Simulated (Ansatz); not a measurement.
Ansatz (an electronic-structure program) input:

Ansatz 0.2 input:
```yaml
crystal:
  periodic: [false, false, false]
  atoms:
    - {symbol: Hf, position_ang: [-0.04800939, -0.15316092, -0.06760638]}
    - {symbol: F, position_ang: [1.79444303, 0.02377712, -0.13166984]}
    - {symbol: F, position_ang: [-0.59691384, -0.03390984, 1.69719535]}
    - {symbol: F, position_ang: [-0.81345410, 1.23542009, -1.02467444]}
basis:
  gaussian:
    orbitals: def2-TZVP
hamiltonian:
  xc: b3lyp
  dispersion: d3bj
total_charge: 1
phonons: {temperatures: {t_min: 298.15, t_max: 298.15, t_step: 100}}
```

**Question.** Predict the final energy.

**Answer.** -347.62975 Eh (B3LYP-D3(BJ)/def2-TZVP). The basis has 133 functions. The run takes very roughly 28 core-seconds.

The spin state was set by rule; other spins were not relaxed.
